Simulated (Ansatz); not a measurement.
`C[CH](C)[Mg][F]` + `C=N` → `C=NC` + `C[CH2][Mg][F]`  (substitution at a C–C bond)

Computed with Ansatz on PBE0-D4/def2-TZVP structures; ΔE is electronic, products minus reactants. CCSD(T)/CBS is the MP2 limit (def2-TZVPP, def2-QZVPP) plus CCSD(T) − MP2 in def2-TZVPP, frozen cores. This one scheme is used for every species. DFT in def2-TZVPP. B3LYP here is the variant with VWN-RPA as its local correlation; programs differ in this. HSE06 is defined as in plane-wave codes. For Mg outer-core shells are correlated without core-valence functions, which leaves a few kJ/mol of doubt a bond. One conformer a species, not always the lowest.

```tsv
level	ΔE (kJ/mol)	difference from CCSD(T)/CBS
LDA (SPW92)	-4.7	-8.7
PBE-D4	-1.6	-5.6
revPBE-D4	-0.3	-4.3
BLYP-D4	-2.9	-6.9
r2SCAN-D4	-2.2	-6.2
PBE0-D4	-0.4	-4.4
B3LYP-D4	-2.3	-6.3
r2SCANh-D4	-1.6	-5.6
r2SCAN0-D4	-0.9	-4.9
HSE06-D4	-0.5	-4.5
BHLYP-D4	-1.6	-5.6
CAM-B3LYP-D4	-2.9	-6.9
ωB97X-V	-0.1	-4.1
ωB97M-V	1.7	-2.3
B2PLYP	-1.5	-5.5
PBE-QIDH	1.3	-2.7
PBE	-3.5	-7.5
revPBE	-3.8	-7.8
BLYP	-6.6	-10.6
r2SCAN	-2.8	-6.8
PBE0	-2.2	-6.2
B3LYP	-5.3	-9.3
r2SCANh	-2.3	-6.3
r2SCAN0	-1.7	-5.7
BHLYP	-4.2	-8.2
CAM-B3LYP	-4.8	-8.8
LC-ωPBE	-1.3	-5.3
RPA@PBE/def2-TZVPP	6.6	2.6
HF/def2-SVP	-4.1	-8.1
MP2/def2-SVP	5.3	1.3
CCSD(T)/def2-SVP	5.0	1.0
HF/def2-TZVPP	-4.4	-8.4
MP2/def2-TZVPP	4.8	0.8
SCS-MP2/def2-TZVPP	3.3	-0.7
CCSD/def2-TZVPP	3.6	-0.4
HF/def2-QZVPP	-4.7	-8.7
MP2/def2-QZVPP	4.5	0.5
SCS-MP2/def2-QZVPP	3.0	-1.0
HF/CBS(def2)	-4.7	-8.7
MP2/CBS(def2)	4.5	0.5
CCSD(T)/CBS	4.0	0
```

Largest T1 diagnostic among the species: 0.012.

In def2-TZVPP, CCSD(T) changes the Hartree–Fock value by +8.7 kJ/mol (the triples alone add +0.6 kJ/mol) and MP2 by +9.2 kJ/mol. Leaving LDA and LC-ωPBE aside and taking each functional with its dispersion term where it has one, the values spread over 4.6 kJ/mol, from CAM-B3LYP-D4 to ωB97M-V. The D4 term adds +3.0 kJ/mol with B3LYP and +1.8 kJ/mol with PBE0; it sums over pairs of atoms, weighted by their polarisabilities, and B3LYP, whose exchange is more repulsive, gets the larger term.
